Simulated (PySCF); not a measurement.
CF3, charge +2, doublet, at a GFN2-xTB geometry of the parent state (a state made from the parent by changing its charge; the spin is typed, not shown lowest); B3LYP/cc-pVDZ in PySCF.

The PySCF input:
```python
from pyscf import gto, scf, dft

mol = gto.Mole()
mol.atom = '''
    F    -0.61970144    1.10330442   -0.05681889
    C    -0.00906407   -0.00843182    0.30888598
    F    -0.64050898   -1.08653107   -0.11720652
    F     1.26625314   -0.01115214   -0.03189858
'''
mol.basis = 'cc-pvdz'
mol.charge = 2
mol.spin = 1
mol.verbose = 5
mol.build()

mf = dft.UKS(mol)
mf.xc = 'b3lyp'
mf.kernel()
mf.analyze()
```

Question: Predict the main parts of the log of this PySCF run.

Answer: 
```
PySCF version 2.14.0

[INPUT] verbose = 5
[INPUT] max_memory = 4000
[INPUT] num. atoms = 4
[INPUT] num. electrons = 31
[INPUT] charge = 2
[INPUT] spin (= nelec alpha-beta = 2S) = 1
[INPUT] symmetry False subgroup None
[INPUT] Mole.unit = angstrom
[INPUT] Symbol           X                Y                Z      unit          X                Y                Z       unit  Magmom
[...]
[INPUT] ---------------- BASIS SET ----------------
[INPUT] l, kappa, [nprim/nctr], expnt,             c_1 c_2 ...
[INPUT] F
[...]
                                2207              0.005553 -0.001308
                                502.8             0.028267 -0.006495
                                142.6             0.106444 -0.026691
                                46.47             0.286814 -0.07369
                                16.7              0.448641 -0.170776
                                6.356             0.264761 -0.112327
                                1.316             0.015333 0.562814
[...]
                                4.977             0.235718
                                1.347             0.508521
[...]
[INPUT] C
[...]
                                1000              0.005329 -0.001154
                                228               0.027077 -0.005725
                                64.71             0.101718 -0.023312
                                21.06             0.27474 -0.063955
                                7.495             0.448564 -0.149981
                                2.797             0.285074 -0.127262
                                0.5215            0.015204 0.544529
[...]
                                2.002             0.20948
                                0.5456            0.508557
[...]
nuclear repulsion = 123.637577494318
number of shells = 20
number of NR pGTOs = 104
number of NR cGTOs = 56
basis = cc-pvdz
ecp = {}

******** <class 'pyscf.dft.uks.UKS'> ********
method = UKS
initial guess = minao
damping factor = 0
level_shift factor = 0
DIIS = <class 'pyscf.scf.diis.CDIIS'>
diis_start_cycle = 1
diis_space = 8
diis_damp = 0
SCF conv_tol = 1e-09
SCF conv_tol_grad = None
SCF max_cycles = 50
direct_scf = True
direct_scf_tol = 1e-13
number electrons alpha = 16  beta = 15
XC library pyscf.dft.libxc version 7.1.2
    S. Lehtola, C. Steigemann, M. J. T. Oliveira, and M. A. L. Marques,  SoftwareX 7, 1–5 (2018)
XC functionals = b3lyp
[...]
converged SCF energy = -336.277366015569  <S^2> = 0.75630072  2S+1 = 2.0062908
Total Energy =                        -336.277366015568703
[...]
spin_pop of  0 F 3pz       0.00036
spin_pop of  0 F 3dxy     -0.00000
spin_pop of  0 F 3dyz      0.00000
spin_pop of  0 F 3dz^2     0.00001
spin_pop of  0 F 3dxz      0.00001
spin_pop of  0 F 3dx2-y2    0.00005
spin_pop of  1 C 1s        0.00000
spin_pop of  1 C 2s       -0.01359
spin_pop of  1 C 3s       -0.00033
spin_pop of  1 C 2px      -0.02039
spin_pop of  1 C 2py      -0.02039
spin_pop of  1 C 2pz      -0.02270
spin_pop of  1 C 3px      -0.00051
spin_pop of  1 C 3py      -0.00051
spin_pop of  1 C 3pz      -0.00027
spin_pop of  1 C 3dxy     -0.00137
spin_pop of  1 C 3dyz     -0.00023
spin_pop of  1 C 3dz^2    -0.00004
spin_pop of  1 C 3dxz     -0.00026
spin_pop of  1 C 3dx2-y2   -0.00134
spin_pop of  2 F 1s       -0.00000
spin_pop of  2 F 2s        0.00187
spin_pop of  2 F 3s       -0.00005
spin_pop of  2 F 2px       0.25503
spin_pop of  2 F 2py       0.09045
spin_pop of  2 F 2pz       0.01011
spin_pop of  2 F 3px       0.00193
spin_pop of  2 F 3py       0.00089
spin_pop of  2 F 3pz       0.00035
spin_pop of  2 F 3dxy     -0.00001
spin_pop of  2 F 3dyz      0.00000
spin_pop of  2 F 3dz^2     0.00001
spin_pop of  2 F 3dxz      0.00001
spin_pop of  2 F 3dx2-y2    0.00005
spin_pop of  3 F 1s       -0.00000
spin_pop of  3 F 2s        0.00187
spin_pop of  3 F 3s       -0.00005
spin_pop of  3 F 2px       0.00233
spin_pop of  3 F 2py       0.34313
spin_pop of  3 F 2pz       0.01015
spin_pop of  3 F 3px       0.00032
spin_pop of  3 F 3py       0.00249
spin_pop of  3 F 3pz       0.00035
spin_pop of  3 F 3dxy      0.00008
spin_pop of  3 F 3dyz      0.00001
spin_pop of  3 F 3dz^2     0.00002
spin_pop of  3 F 3dxz      0.00000
spin_pop of  3 F 3dx2-y2   -0.00003
 ** Mulliken Spin Density (per atom)  **
spin density of  0 F =      0.36064
spin density of  1 C =     -0.08194
spin density of  2 F =      0.36064
spin density of  3 F =      0.36067
 ** Mulliken pop alpha/beta on meta-lowdin orthogonal AOs **
 ** Mulliken pop       alpha | beta **
In total            16.00000 | 15.00000
 ** Mulliken atomic charges   ( Nelec_alpha | Nelec_beta ) **
charge of  0F =      0.28723  (     4.53670      4.17606 )
charge of  1C =      1.13829  (     2.38988      2.47183 )
charge of  2F =      0.28723  (     4.53670      4.17607 )
charge of  3F =      0.28725  (     4.53671      4.17604 )

WARN: System has nonzero charge 2; the dipole moment is origin-dependent.
Location of origin: [0. 0. 0.]

Dipole moment(X, Y, Z, Debye): -0.04330, -0.04035,  1.47833
```
